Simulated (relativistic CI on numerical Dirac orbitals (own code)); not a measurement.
# What each ingredient does to the levels of Ag III

Base calculation: Dirac-Coulomb-Breit CI, separate exchange-only KLI orbitals for each configuration, model QED, valence Slater integrals scaled by 0.85, P86 correlation energy added to each configuration.

Configurations in the expansion (outside the closed core [Ar] 3d10 4s2): 4p6 4d9, 4p6 4d8 5s, 4p6 4d8 5p, 4p6 4d8 4f, 4p6 4d7 5s2, 4p6 4d8 5d, 4p6 4d8 6s, 4p6 4d8 6p, 4p6 4d7 4f2, 4p6 4d7 5s 5p, 4p6 4d8 6d, 4p6 4d8 5f, 4p6 4d8 5g, 4p6 4d8 6f, 4p5 4d10, 4p6 4d7 5s 6s. Levels of other configurations are missing.

The lowest level and the first level of each name with at least 55 % of one term (blank where a level has no safe partner in the second run):

```
            Level  Base (cm⁻¹)  Shift (cm⁻¹)
   4p6 4d9 2D_5/2          0.0           0.0
   4p6 4d9 2D_3/2       4363.6         -19.9
4p6 4d8 5s 4F_9/2      66319.6       +1101.0
4p6 4d8 5s 4F_7/2      68812.1       +1026.4
4p6 4d8 5s 4F_5/2      71060.6       +1048.3
4p6 4d8 5s 4F_3/2      72282.8        +959.4
4p6 4d8 5s 2F_7/2      75371.7        +260.2
4p6 4d8 5s 4P_5/2      80487.8        -127.8
4p6 4d8 5s 4P_1/2      83319.6        -450.0
4p6 4d8 5s 2D_5/2      85912.1        -392.4
4p6 4d8 5s 2G_9/2      89225.8       -1187.0
4p6 4d8 5s 2G_7/2      89351.0       -1189.9
4p6 4d8 5s 2P_3/2      89963.6       -1128.5
4p6 4d8 5s 2P_1/2      90560.5       -1285.5
```

Correlation outside the listed configurations is missing or only estimated: errors of thousands of cm⁻¹ between configurations and terms are usual at this charge. Rates and lifetimes follow the computed energies and can be off by large factors. The fine structure of a lone outer electron comes out too small, for d and f at times inverted, and misplaced configurations move strength between like terms. 10 of the 13 excited levels that our extract of the measured tables holds in this range could be paired (the sources list more); they are missed by 3090 cm⁻¹ on average and 4082 at most, and levels without a partner can miss by more.

Question: One thing was changed in a second run, which moved the levels as shown. Which?
A. self-excluded LDA correlation estimate
B. valence Slater integrals scaled by 0.75
C. QED terms removed
D. configuration mixing switched off
E. Breit term removed

Answer: B. Valence Slater integrals scaled by 0.75. Scaling acts on the splittings between terms and on the mixing, and leaves the fine structure of pure LS terms nearly alone; in jj coupling it moves the levels of one term differently.

LS names give the leading component of a level, which can be under half, so a name can repeat, a term be missing and a line seem to break the LS rules.
